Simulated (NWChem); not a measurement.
# GeICl, singlet; SMILES [Cl][Ge][I]

```xyz
3

Ge     0.7824    -1.0494     0.0000
Cl    -1.0691    -2.2223     0.0000
I     -0.1295     1.3464     0.0000
```
Atoms are numbered in this order, from 1.

Program: NWChem. Low-valent species are run as closed-shell singlets; no triplet was tried in these runs. Coordinates come from a PBE0/def2-SVP optimisation. def2 effective core potentials on I; no spin-orbit coupling. Ions are spin-unrestricted doublets at the neutral geometry; other ion states weren't tried.

```csv
level,"vertical ionisation energy, ΔSCF (eV)",−ε(HOMO) (eV),ΔSCF minus −ε(HOMO) (eV)
B3LYP/def2-SVP,9.52,7.21,2.31
PBE/def2-SVP,9.36,6.41,2.95
BHandHLYP/def2-SVP,[?],[?],[?]
PBE0/def2-SVP,9.57,7.50,2.07
LRC-wPBEh/def2-SVP,9.66,9.25,0.41
```

Problem. Some entries are withheld; supply them.

Solution. 
- BHandHLYP/def2-SVP, vertical ionisation energy, ΔSCF (eV): 9.56
- BHandHLYP/def2-SVP, −ε(HOMO) (eV): 8.35
- BHandHLYP/def2-SVP, ΔSCF minus −ε(HOMO) (eV): 1.21
